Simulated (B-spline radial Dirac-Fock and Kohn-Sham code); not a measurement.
Nb⁺: non-radiative channels of the 1s vacancy

System: Nb⁺, 1s2 2s2 2p6 3s2 3p6 3d10 4s2 4p6 4d4, inside a Watson sphere of charge -1 and radius 1.6 Å (a model of the Madelung potential; inside it an electron's potential energy is raised by 9.0 eV).

Calculated with a radial finite-basis atomic code, using a relativistic independent-particle model: LDA orbitals of the hole state, radiative multipoles to third order, Auger rates from the Coulomb interaction with a continuum orbital, Dirac-Fock energies. Kinetic energies are configuration averages from the vacuum level; the two-hole energies are estimated from single-hole states.

```csv
transition,kinetic energy (eV),width (meV),share (%)
K-L1L1,13478.9,63.0,6.1
K-L1L2,13723.7,77.2,7.5
K-L1L3,13819.7,123,12.0
K-L2L2,13931.7,13.1,1.3
K-L2L3,14036.4,302,29.4
K-L3L3,14130.6,158,15.4
K-L1M1,15770.8,19.9,1.9
K-L1M2,15858.0,12.7,1.2
K-L1M3,15874.6,20.1,2.0
K-L2M1,16006.1,10.3,1.0
K-L2M2,16097.0,4.04,0.4
K-L3M1,16100.5,16.4,1.6
K-L2M3,16110.9,42.2,4.1
K-L3M2,16188.8,41.6,4.1
K-L1N1,16198.8,3.37,0.3
K-L3M3,16206.6,44.9,4.4
K-L2M5,16271.5,5.02,0.5
K-L3M4,16362.9,6.57,0.6
K-L3M5,16367.1,6.08,0.6
K-L2N3,16466.6,6.02,0.6
K-L3N2,16558.6,5.95,0.6
K-L3N3,16561.1,6.43,0.6
K-M2M3,18205.1,5.88,0.6
K-M3M3,18220.3,3.20,0.3
```

The listed channels hold 97 % of the non-radiative rate. Summed by principal shells, of 1.03 eV in all: KLL 71.8 %, KLM 22.8 %, KLN 3.1 %, KMM 1.7 %, KMN 0.5 %.
